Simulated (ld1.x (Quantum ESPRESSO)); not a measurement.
arsenic (As) ultrasoft: all-electron and pseudo phase curves

As, ultrasoft, made with ld1.x (Quantum ESPRESSO) 7.5 (LDA (PZ), fully relativistic). Core [Ar] 3d10, reference 4s1 4p4. Waves: 4s (bound): rcut 1.70, rcutus 1.85 bohr; 4s channel at -0.75 Ry: rcut 1.70, rcutus 1.85 bohr; 4p (bound): rcut 1.20, rcutus 1.60 bohr; 4p channel at 2.9 Ry: rcut 1.20, rcutus 1.60 bohr; 4d channel at -0.05 Ry: rcut 1.30, rcutus 1.75 bohr; 4d channel at 1.6 Ry: rcut 1.30, rcutus 1.75 bohr. Local part: all-electron potential smoothed inside 1.60 bohr (lloc = -1). Core correction: Bessel-smoothed model core inside 1.55 bohr. Augmentation charge: PSQ, radius 1.25 bohr.

Open shells are filled in proportion to 2j + 1 (rel_dist='average').

The phase is arctan(r·u′/u) with u = r·R(r), unwrapped; energies in Ry, scanned from -3 to 5 Ry. A pole is an energy at which the radial function vanishes at the test radius. The pseudo phase is shifted by a multiple of π to meet the all-electron one at the reference energy, and phase errors are pseudo minus all-electron; the curves can meet again beyond the range given. Levels narrower than the energy grid can be missing from the lists of poles.

```json
{"channel": "s", "radius (bohr)": "2.01", "reference energy (Ry)": "-1.15", "poles, all-electron": "1.29", "poles, pseudo": "1.29", "unbroken range about the reference energy with phases within 0.05 rad": "below 4.8", "phase error 1 Ry above the reference energy (rad)": "-0.000"}
{"channel": "p1/2", "radius (bohr)": "2.01", "reference energy (Ry)": "-0.45", "poles, all-electron": "2.77", "poles, pseudo": "2.77", "unbroken range about the reference energy with phases within 0.05 rad": "the whole range", "phase error 1 Ry above the reference energy (rad)": "-0.000"}
{"channel": "p3/2", "radius (bohr)": "2.01", "reference energy (Ry)": "-0.43", "poles, all-electron": "2.91", "poles, pseudo": "2.91", "unbroken range about the reference energy with phases within 0.05 rad": "the whole range", "phase error 1 Ry above the reference energy (rad)": "-0.000"}
{"channel": "d3/2", "radius (bohr)": "2.01", "reference energy (Ry)": "-0.05", "poles, all-electron": "none", "poles, pseudo": "-2.29", "unbroken range about the reference energy with phases within 0.05 rad": "above -2.1", "phase error 1 Ry above the reference energy (rad)": "+0.000"}
{"channel": "d5/2", "radius (bohr)": "2.01", "reference energy (Ry)": "-0.05", "poles, all-electron": "none", "poles, pseudo": "-2.33", "unbroken range about the reference energy with phases within 0.05 rad": "above -2.1", "phase error 1 Ry above the reference energy (rad)": "+0.000"}
```

Note: ghost states, extra bound levels that the all-electron valence spectrum of the same l lacks: d5/2 at -32.3 eV, d3/2 at -31.7 eV. A true bound ghost makes a file unfit for plane-wave use.

Phases in the p1/2 channel:

```tsv
E (Ry)	all-electron	pseudo
-3.00	1.198	1.198
-2.76	1.172	1.172
-2.52	1.142	1.141
-2.28	1.104	1.104
-2.04	1.057	1.057
-1.80	0.996	0.996
-1.56	0.915	0.915
-1.32	0.804	0.804
-1.08	0.645	0.645
-0.84	0.415	0.415
-0.60	0.096	0.096
-0.36	-0.279	-0.279
-0.12	-0.623	-0.624
0.12	-0.881	-0.881
0.36	-1.061	-1.061
0.60	-1.186	-1.186
0.84	-1.276	-1.276
1.08	-1.343	-1.343
1.32	-1.396	-1.396
1.56	-1.438	-1.438
1.80	-1.473	-1.473
2.04	-1.502	-1.502
2.28	-1.527	-1.527
2.52	-1.550	-1.550
2.76	-1.570	-1.570
3.00	-1.588	-1.588
3.24	-1.606	-1.606
3.48	-1.622	-1.622
3.72	-1.637	-1.638
3.96	-1.653	-1.653
4.20	-1.668	-1.668
4.44	-1.683	-1.684
4.68	-1.699	-1.700
4.92	-1.715	-1.716
```
